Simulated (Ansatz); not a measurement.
boric acid (BH3O3), SMILES OB(O)O.

Geometry: TPSSh-D3(BJ)/def2-SVP. The values are those of a single conformer.

Two levels are set side by side: PBE/def2-SVPD (Ansatz, an electronic-structure program) and PBE0/def2-SVPD (Ansatz). Energy differences of separate SCF runs at the same geometry; the states with an electron removed or added have multiplicity 2 and 2. Differences are taken from unrounded values.

| quantity | PBE0 |
|---|---|
| vertical ionisation energy (eV) | 11.91 |
| vertical singlet–triplet gap (eV) | 7.51 |

**Question.** What does PBE give, and how far is it from PBE0? (The exact figures need the calculation; the answer reports its results.)

**Answer.** 
```
quantity                             PBE  PBE minus PBE0
---------------------------------  -----  --------------
vertical ionisation energy (eV)    11.48           -0.43
vertical singlet–triplet gap (eV)   6.99           -0.52
```
